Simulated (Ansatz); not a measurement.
Born–Oppenheimer molecular dynamics of Al2H5NO2 (10 atoms, charge 0, multiplicity 1). It starts at the highest image of a converged band. Of that band: The profile has 3 maxima (images 1, 4, 8) with wells between them (images 2, 6): this band takes more than one step, which may be the mechanism or a detour left from its start path. Neighbouring images differ by up to 2.5 eV, so the band resolves the path poorly. A vibrational analysis at the climbing image gives one clearly imaginary mode, 1338i cm⁻¹: a first-order saddle point.

All numbers below come from Ansatz, RKS PBE/def2-SVP.

| Quantity | Value |
| --- | --- |
| ensemble | NVE (velocity Verlet) |
| time step | 0.5 fs |
| steps asked | 200 |
| starting velocities drawn for | 100 K |
| seed | 5810 |

First frame:

```xyz
10
Properties=species:S:1:pos:R:3
O -0.753 -0.685 2.414
Al 0.176 -0.224 1.056
O 1.794 0.249 1.338
N -0.479 -0.265 -0.674
Al 0.216 1.040 -1.940
H -1.680 -0.962 2.394
H 2.320 0.533 0.568
H -1.363 -0.794 -0.833
H -0.952 1.531 -2.960
H 0.803 -0.475 -1.361
```

Problem. How far do the bonds stretch over the last three quarters of this one trajectory? (Pairs bonded in most of those frames.)

Solution. 
```csv
bond,mean (Å),spread (Å),shortest,longest
O1–Al2,1.713,0.027,1.67,1.77
O1–H6,0.970,0.010,0.95,0.99
Al2–O3,1.713,0.036,1.66,1.79
Al2–N4,1.826,0.042,1.77,1.91
O3–H7,0.968,0.007,0.96,0.98
N4–Al5,1.820,0.041,1.75,1.88
N4–H8,1.035,0.006,1.02,1.04
Al5–H9,1.683,0.126,1.42,1.95
Al5–H10,1.750,0.195,1.39,2.09
```

Mean temperature of the second half: 1322 K. The conserved energy stayed within 0.29 meV per atom of its start (net change 0.11 meV per atom), so the integration is sound. The kinetic energy rose, since the run started high on the potential surface and went downhill. A run of 0.1 ps of so small a system gives no equilibrium averages. The orbitals stay closed-shell, which can raise the energy where a bond breaks towards radicals; this wasn't checked here.

Time of the run: 4.3 min on 2 threads of Intel(R) Xeon(R) Platinum 8488C (Sapphire Rapids), with other jobs on the host, peak memory 0.16 GiB.
